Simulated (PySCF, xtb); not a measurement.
Pb(NH2)2 (H4N2Pb), SMILES [NH2][Pb][NH2] (connectivity only; charge and spin as stated), neutral, multiplicity 1.

GFN2-xTB in xtb at its own geometry gives an orbital gap of 2.95 eV and a dipole moment of 2.29 D.

The structure is a stationary point at B3LYP-D3(BJ)/def2-SVP. The geometry has at least one imaginary mode, so it is a saddle point at that level. The def2 effective core potentials stand for the cores of Pb; spin–orbit coupling is left out. One conformer was computed; it need not be the lowest.

Q: What does r2SCAN/def2-TZVPD (PySCF) give? (The exact figures need the calculation; the answer reports its results.)

A: gap 3.35 eV (levels -5.23 and -1.88 eV), dipole 0.81 D.
